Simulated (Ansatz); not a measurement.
Species: C₃H₆O, charge 0, multiplicity 1. 
Geometry from a B3LYP-D3(BJ)/def2-TZVP (Ansatz, a program for electronic structure) optimisation:
SMILES: C=CCO
```xyz
10

C      1.6892    -0.3896    -0.5271
C      0.7546     0.1540     0.2425
C     -0.6261     0.4924    -0.2244
O     -1.6295    -0.1713     0.5449
H      1.5002    -0.6114    -1.5719
H      2.6760    -0.6245    -0.1493
H      0.9599     0.3622     1.2888
H     -0.7297     0.2642    -1.2921
H     -0.8254     1.5579    -0.0904
H     -1.4513    -1.1180     0.5094
```
Charge 0, spin multiplicity 1.

Basis-set convergence of Hartree-Fock and CCSD correlation energies (hartree) with Ansatz. Correlated levels leave the core frozen unless marked. Spin-orbit coupling is left out. Non-relativistic.

```
basis    functions       E(HF)  E(corr, CCSD)
-------  ---------  ----------  -------------
cc-pVDZ          -  -191.93843       -0.63927
cc-pVTZ        204           …              …
```

Task: Some entries are withheld; supply them.

Result: 
- cc-pVTZ, E(HF): -191.99761
- cc-pVTZ, E(corr, CCSD): -0.77315
